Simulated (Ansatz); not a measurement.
Caution, from a PySCF single point (B3LYP-D3(BJ)/def2-TZVPD) at this geometry: the highest occupied level lies above zero, so the state may not be bound.

Species: C₄H₅, SMILES `C=[C-]C=C` (C–C–C–C torsion 83°) (charge -1, multiplicity 1).

### Question
Give a relaxed geometry from B3LYP-D3(BJ)/def2-TZVPD (Ansatz, an electronic-structure program).

### Answer
Several could match; the one computed here: the end point of this relaxation, one of several conformers (outside a Z-matrix the atoms follow the SMILES, hydrogens last).
Z-matrix (Å, degrees):
```
C
C 1 1.3668
H 2 1.0845 1 121.19
H 2 1.0849 3 117.21 1 174.54
H 1 1.0958 2 115.37 3 -2.23
C 1 1.4102 5 113.91 2 -175.16
C 6 1.3329 1 127.30 5 -102.52
H 7 1.0922 6 122.80 1 -178.62
H 7 1.1058 8 113.92 6 -179.51
```
